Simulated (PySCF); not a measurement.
**HgF₃⁻: fields on a plane**

All numbers come from PySCF, B3LYP, basis Hg def2-SVPD with ECP60, F def2-SVPD (scalar-relativistic core potentials, no spin–orbit coupling, density fitting).

The singlet minimum has Hg–F 2.119 Å (×2), Hg–F 2.141 Å; F–Hg–F 117.0° (×2), F–Hg–F 126.0°.

The plane holds Hg1 at (0.00, 0.00), F2 at (2.14, 0.00), F3 at (-0.96, 1.89), F4 at (-0.96, -1.89) Å. Columns run from x = -2.85 to 4.35 Å, rows from y = 4.05 (top) to -3.75 Å, in steps of 0.3 Å. Other isomers or separated fragments may lie lower. Core electrons replaced by a potential are absent, the electrostatic potential uses the reduced nuclear charge, and values within about 0.7 Å of such atoms have no physical meaning.

Question: Give the electron density (e/Å³) (cut at 5 e/Å³). Every second row and column.

Answer: 
```
0.00 0.00 0.00 0.00 0.00 0.00 0.00 0.00 0.00 0.00 0.00 0.00 0.00
0.00 0.00 0.01 0.01 0.01 0.00 0.00 0.00 0.00 0.00 0.00 0.00 0.00
0.00 0.01 0.08 0.24 0.14 0.03 0.00 0.00 0.00 0.00 0.00 0.00 0.00
0.00 0.05 0.70 5.00 1.80 0.11 0.01 0.00 0.00 0.00 0.00 0.00 0.00
0.00 0.06 1.00 5.00 2.46 0.16 0.03 0.01 0.01 0.01 0.00 0.00 0.00
0.00 0.02 0.17 0.59 0.55 0.52 0.18 0.09 0.17 0.12 0.03 0.00 0.00
0.00 0.01 0.05 0.37 5.00 5.00 1.38 0.45 3.77 1.93 0.12 0.01 0.00
0.00 0.01 0.04 0.53 5.00 1.64 2.61 0.75 5.00 4.76 0.18 0.01 0.00
0.00 0.01 0.08 0.29 1.37 2.61 0.51 0.21 0.77 0.47 0.06 0.01 0.00
0.00 0.04 0.44 2.72 0.99 0.21 0.07 0.03 0.05 0.04 0.01 0.00 0.00
0.00 0.06 1.22 5.00 3.27 0.15 0.02 0.00 0.00 0.00 0.00 0.00 0.00
0.00 0.03 0.25 1.32 0.52 0.06 0.01 0.00 0.00 0.00 0.00 0.00 0.00
0.00 0.00 0.03 0.06 0.04 0.01 0.00 0.00 0.00 0.00 0.00 0.00 0.00
0.00 0.00 0.00 0.00 0.00 0.00 0.00 0.00 0.00 0.00 0.00 0.00 0.00
```

Question: Give the lowest empty orbital (Å^-3/2) at 1.56 eV (cut at ±0.3; overall sign arbitrary). Every second row and column.

Answer: 
```
 0.01  0.02  0.02  0.03  0.02  0.02  0.01  0.01  0.00  0.00  0.00  0.00  0.00
 0.02  0.03  0.04  0.04  0.04  0.02  0.02  0.01  0.01  0.01  0.00  0.00  0.00
 0.02  0.04  0.08  0.10  0.06  0.03  0.03  0.02  0.01  0.01  0.01  0.01  0.00
 0.03  0.05  0.13  0.30 -0.01  0.02  0.04  0.03  0.02  0.02  0.01  0.01  0.01
 0.02  0.04  0.00 -0.30 -0.28  0.05  0.09  0.06  0.03  0.03  0.02  0.02  0.01
 0.03  0.04  0.02 -0.04  0.08  0.23  0.19  0.07  0.01  0.04  0.04  0.03  0.02
 0.03  0.05  0.10  0.20  0.20  0.11  0.24  0.00 -0.21  0.13  0.08  0.04  0.02
 0.03  0.06  0.12  0.25  0.02 -0.09  0.20 -0.06 -0.30  0.30  0.09  0.04  0.02
 0.03  0.05  0.06  0.11  0.21  0.30  0.24  0.05 -0.04  0.06  0.06  0.03  0.02
 0.02  0.03 -0.01 -0.30 -0.11  0.12  0.13  0.07  0.03  0.03  0.03  0.02  0.02
 0.03  0.04  0.09  0.30 -0.19  0.02  0.06  0.04  0.03  0.02  0.02  0.01  0.01
 0.03  0.05  0.11  0.19  0.05  0.03  0.03  0.03  0.02  0.01  0.01  0.01  0.00
 0.02  0.04  0.06  0.07  0.05  0.03  0.02  0.02  0.01  0.01  0.01  0.00  0.00
 0.02  0.02  0.03  0.03  0.03  0.02  0.01  0.01  0.01  0.00  0.00  0.00  0.00
```

The lowest empty level of this anion is unbound, so it and the gap depend on the basis. No spin–orbit coupling is included, which matters more the heavier the element.
